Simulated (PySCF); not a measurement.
# Excitation energy of Ga by level of theory

Ga [Ar] 3d10 4s2 4p1 (2P) → Ga [Ar] 3d10 4s1 4p2 (4P), as a difference of total energies. Computed with PySCF 2.14 in aug-cc-pVQZ-PP with one added diffuse shell each of s, p, d, f, g type with ECP10MDF (8s7p6d4f3g, 114 functions), with a scalar-relativistic core potential. Correlated levels: valence: 3s2 3p6 3d10 frozen. The calculations carry no spin-orbit coupling.

```tsv
method	excitation energy (cm⁻¹)
UHF	26501
LDA	43032
PBE	41023
PBE0	38313
r2SCAN	37597
TPSSh	38215
MN15	41067
B3LYP	42158
MP2 (valence)	32551
SCS-MP2 (valence)	34908
```
